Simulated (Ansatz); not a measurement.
Level of theory: B3LYP-D3(BJ)/def2-TZVP in Ansatz (a first-principles code). No frequencies were computed at this level.

Ansatz 0.2 input:
```yaml
crystal:
  periodic: [false, false, false]
  atoms:
    - { symbol: N, position_ang: [-0.572452, -0.001216, 0.023701] }
    - { symbol: B, position_ang: [0.804311, 0.002572, -0.024993] }
    - { symbol: O, position_ang: [2.001243, 0.00531, -0.064046] }
    - { symbol: H, position_ang: [-1.112986, -0.844677, 0.068368] }
    - { symbol: H, position_ang: [-1.120117, 0.838011, -0.003029] }
basis:
  gaussian: { orbitals: def2-tzvp }
hamiltonian:
  xc: b3lyp
  dispersion: d3bj
relax:
  max_steps: 150
```

Output:

```
Functional definition: B3LYP
563 factors; their error is unknown
mean field evaluation 1: about -4239.4267 eV, gradient 7.9e1 eV
mean field evaluation 2: about -4216.3808 eV, gradient 1.3e2 eV
mean field evaluation 4: about -4249.8316 eV, gradient 6.9e0 eV
mean field evaluation 8: about -4249.9233 eV, gradient 2.0e-1 eV
mean field -4249.92336508 eV, -156.1818029651 hartree, gradient 4.6e-5 eV, S^2 0.000000; 0 other end points of the search recorded, 0 dependent functions left out
reference -4249.92356605 eV, -156.1818103506 hartree; 11, 11 occupied and 94, 94 virtual orbitals, 563 factors
relax step   1: F+E_penalty+E_count = -4250.02255417 eV  Δ(F+E_penalty+E_count) = +0.000e0 eV  max|allowed force component| = 1.398e0 eV/Å  Δτ_max = 0.0000 Å  (25 SCF iters, accepted)
these checks for a lower state are left out or cut short: starts, cluster_reference, orbital_swaps, neighbouring_geometries, increment
563 factors; their error is unknown
mean field evaluation 16: about -4249.9267 eV, gradient 4.1e-3 eV
mean field -4249.93482261 eV, -156.1822240218 hartree, gradient 7.9e-6 eV, S^2 0.000000; 0 other end points of the search recorded, 0 dependent functions left out
reference -4249.93502373 eV, -156.1822314128 hartree; 11, 11 occupied and 94, 94 virtual orbitals, 563 factors
relax step   2: F+E_penalty+E_count = -4250.03381503 eV  Δ(F+E_penalty+E_count) = -1.126e-2 eV  max|allowed force component| = 2.034e-1 eV/Å  Δτ_max = 0.0124 Å  (31 SCF iters, accepted)
these checks for a lower state are left out or cut short: starts, cluster_reference, orbital_swaps, neighbouring_geometries, increment
563 factors; their error is unknown
mean field -4249.93519146 eV, -156.1822375768 hartree, gradient 8.5e-6 eV, S^2 0.000000; 0 other end points of the search recorded, 0 dependent functions left out
reference -4249.93539262 eV, -156.1822449691 hartree; 11, 11 occupied and 94, 94 virtual orbitals, 563 factors
relax step   3: F+E_penalty+E_count = -4250.03415367 eV  Δ(F+E_penalty+E_count) = -3.386e-4 eV  max|allowed force component| = 3.240e-2 eV/Å  Δτ_max = 0.0041 Å  (31 SCF iters, accepted)
these checks for a lower state are left out or cut short: starts, cluster_reference, orbital_swaps, neighbouring_geometries, increment
563 factors; their error is unknown
mean field evaluation 32: about -4249.9352 eV, gradient 4.6e-5 eV
mean field -4249.93520383 eV, -156.1822380313 hartree, gradient 8.6e-6 eV, S^2 0.000000; 0 other end points of the search recorded, 0 dependent functions left out
reference -4249.93540494 eV, -156.1822454219 hartree; 11, 11 occupied and 94, 94 virtual orbitals, 563 factors
relax step   4: F+E_penalty+E_count = -4250.03417040 eV  Δ(F+E_penalty+E_count) = -1.673e-5 eV  max|allowed force component| = 3.224e-2 eV/Å  Δτ_max = 0.0011 Å  (32 SCF iters, accepted)
these checks for a lower state are left out or cut short: starts, cluster_reference, orbital_swaps, neighbouring_geometries, increment
563 factors; their error is unknown
mean field -4249.93521933 eV, -156.1822386007 hartree, gradient 8.5e-6 eV, S^2 0.000000; 0 other end points of the search recorded, 0 dependent functions left out
reference -4249.93542046 eV, -156.1822459921 hartree; 11, 11 occupied and 94, 94 virtual orbitals, 563 factors
relax step   5: F+E_penalty+E_count = -4250.03419355 eV  Δ(F+E_penalty+E_count) = -2.315e-5 eV  max|allowed force component| = 8.894e-3 eV/Å  Δτ_max = 0.0022 Å  (32 SCF iters, accepted)
563 factors; their error is unknown
mean field -4249.93521933 eV, -156.1822386007 hartree, gradient 4.2e-5 eV, S^2 0.000000; 1 other end points of the search recorded, 0 dependent functions left out
reference -4249.93542046 eV, -156.1822459921 hartree; 11, 11 occupied and 94, 94 virtual orbitals, 563 factors
Total energy: -4250.03439468 eV, -156.1858832278 hartree
Atom 0 at    -0.578502    -0.001590     0.018710 Å, force    -0.004100    -0.000084    -0.000183 eV/Å
Atom 1 at     0.802077     0.002265    -0.025132 Å, force     0.008894    -0.000001    -0.000036 eV/Å
Atom 2 at     2.014719     0.005629    -0.063444 Å, force    -0.001539     0.000038    -0.000048 eV/Å
Atom 3 at    -1.115628    -0.849215     0.070834 Å, force    -0.001648    -0.001144     0.000184 eV/Å
Atom 4 at    -1.122668     0.842911    -0.000967 Å, force    -0.001606     0.001191     0.000083 eV/Å
Dipole moment:    -0.952807    -0.002677     0.029548 e Å
```

Cost: around 7 core-seconds (rough).
